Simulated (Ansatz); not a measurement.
```yaml
crystal:
  periodic: [false, false, false]
  atoms:
    - {symbol: F, position_ang: [-0.490881, 2.127448, 0.293131]}
    - {symbol: C, position_ang: [-0.111213, 0.817041, 0.351079]}
    - {symbol: Al, position_ang: [1.447433, -0.352639, 0.382256]}
    - {symbol: Si, position_ang: [-0.695078, -0.704959, -0.593816]}
    - {symbol: F, position_ang: [-0.612287, -0.573746, -2.196565]}
    - {symbol: H, position_ang: [-0.407758, 0.374397, 1.353066]}
    - {symbol: H, position_ang: [-1.986015, -1.300472, -0.035254]}
    - {symbol: H, position_ang: [-2.036015, -1.300472, -0.335254]}
basis:
  gaussian: {orbitals: STO-3G}
hamiltonian: {xc: {name: revPBE0}}
```

```sh
$ ansatz run in.yaml --threads 2 --pin off --events-out ev --progress --plain --max-ram 4352MiB
```

It prints (some lines left out):

```
Functional definition: revPBE0
445 factors; integrals over basis functions are off by at most 6.3e-5 eV
mean field evaluation 1: about -20701.6256 eV, gradient 2.3e1 eV
mean field evaluation 2: about -20698.6741 eV, gradient 3.7e1 eV
mean field evaluation 4: about -20703.9888 eV, gradient 1.9e0 eV
mean field evaluation 8: about -20704.0075 eV, gradient 5.6e-2 eV
mean field -20704.00747959 eV, -760.8582411945 hartree, gradient 3.2e-5 eV, S^2 0.000000; 0 other end points of the search recorded, 0 dependent functions left out
reference -20704.00749739 eV, -760.8582418486 hartree; 27, 27 occupied and 9, 9 virtual orbitals, 445 factors
Total energy: -20704.00749739 eV, -760.8582418486 hartree
```

In this input one atom was put on top of another. The calculation finished and met its thresholds. The result belongs to that input, not to the molecule as meant.
